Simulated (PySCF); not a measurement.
Compound: C4H5FO3Si (charge -1 and doublet state).
Geometry (GFN2-xTB, Å), atoms numbered from 1 in this order:
```
atom  x, y, z in Å
O1     0.298   -2.288   -0.239
C2    -0.250   -1.173   -0.260
O3    -1.669   -1.135   -0.392
C4    -2.217    0.035    0.114
O5    -1.725    1.200   -0.457
C6    -0.316    1.252   -0.324
C7     0.401    0.069   -0.151
Si8    2.210   -0.140    0.103
F9     2.915    1.331    0.321
H10   -3.294    0.000   -0.099
H11   -2.063    0.069    1.217
H12    0.066    2.248   -0.184
H13    2.623   -0.815    1.340
H14    3.020   -0.653   -1.011
```

The hyperfine couplings belong to this conformer and change with its torsions.

The species is `[O-][C]1OCOC=C1[SiH2]F` [radical] (charge -1).

Method used: UKS B3LYP, pcH-1 on C F H O Si, non-relativistic, mean-field spin-orbit, GIAO in PySCF 2.14.0. Whether the extra electron is bound in the gas phase wasn't checked; a finite basis holds it in any case. A GFN2-xTB geometry isn't a minimum of the functional, and hyperfine couplings can be far from their values at a DFT geometry, by a factor of two or more for some ions and for spin on atoms past the first row. The SCF solution wasn't tested for stability.

Principal values of hyperfine tensors in MHz (contact, dipolar and spin–orbit terms together), for some of the nuclei:

```json
{"atom": "H12", "isotope": "1H", "A1": "-69.28", "A2": "-38.86", "A3": "-12.67"}
{"atom": "O5", "isotope": "17O", "A1": "-53.81", "A2": "-17.28", "A3": "-14.89"}
{"atom": "C7", "isotope": "13C", "A1": "-28.30", "A2": "-24.38", "A3": "-16.12"}
{"atom": "O1", "isotope": "17O", "A1": "-66.41", "A2": "11.23", "A3": "11.75"}
{"atom": "C2", "isotope": "13C", "A1": "-6.61", "A2": "-3.53", "A3": "42.31"}
{"atom": "O3", "isotope": "17O", "A1": "-14.14", "A2": "-5.83", "A3": "-4.97"}
{"atom": "H14", "isotope": "1H", "A1": "4.57", "A2": "5.17", "A3": "8.60"}
{"atom": "C4", "isotope": "13C", "A1": "1.19", "A2": "2.89", "A3": "9.32"}
```

(1) Give the isotropic coupling of each nucleus in MHz and in mT (g = 2.0033), and the anisotropic part.

(2) What spin density at the nucleus of H12 lies behind its contact coupling (g_N = 5.58569)?

(3) C6 (13C, g_N = 1.40482) isn't in the table. Its spin density at the nucleus is 0.07636 bohr⁻³. What is its contact coupling?

(4) Which nucleus of the table has the largest anisotropic coupling, and what is its form?

(5) What first-order splitting does H12 cause when the field lies along A1, A2 or A3 of its tensor (g taken as isotropic, no quadrupole term)?

Results:

(1) a_iso = (A1 + A2 + A3)/3, Ti = Ai − a_iso; 1 mT corresponds to 28.038 MHz. The tensors hold a spin–orbit part: the run splits a_iso into a_FC + a_SO, and T includes its anisotropic share.

```tsv
atom	a_iso (MHz)	a_FC	a_SO	a_iso (mT)	T1	T2	T3
H12	-40.27	-40.29	0.02	-1.436	-29.01	1.41	27.60
O5	-28.66	-28.70	0.04	-1.022	-25.15	11.38	13.77
C7	-22.93	-22.92	-0.01	-0.818	-5.37	-1.45	6.82
O1	-14.48	-14.42	-0.05	-0.516	-51.93	25.70	26.23
C2	10.72	10.72	0.00	0.382	-17.34	-14.25	31.59
O3	-8.31	-8.31	0.00	-0.296	-5.83	2.49	3.34
H14	6.11	6.11	0.00	0.218	-1.54	-0.95	2.49
C4	4.47	4.48	-0.01	0.159	-3.28	-1.58	4.85
```

(2) a_FC = (2μ0/3) gₑ μB g_N μN ρ(0)/(2S·h) = 800.24 MHz × g_N × ρ(0)/(2S), with ρ in bohr⁻³. With a_FC = -40.29 MHz and 2S = 1, ρ(0) = -0.009013 bohr⁻³. In magnitude that is 2.8 % of the 1/π = 0.318 of a free hydrogen atom.

(3) By the same relation, a_FC = 85.8 MHz. The spin–orbit term adds -0.05 MHz. Its full tensor has the principal values 25.95, 28.01, 203.44 MHz.

(4) O1: -51.9, 25.7, 26.2 MHz (the dipolar term alone has -52.0, 25.6, 26.4), axial, in the ratio +1:+1:−2.

(5) 2 lines (I = 1/2), spaced by |A_i|/(g × 13.996): 2.47, 1.39, 0.45 mT along the axes of A1, A2 and A3.

The SMILES draws the unpaired electron on C2; the largest computed Mulliken spin population is on C6 (0.69 against 0.16).
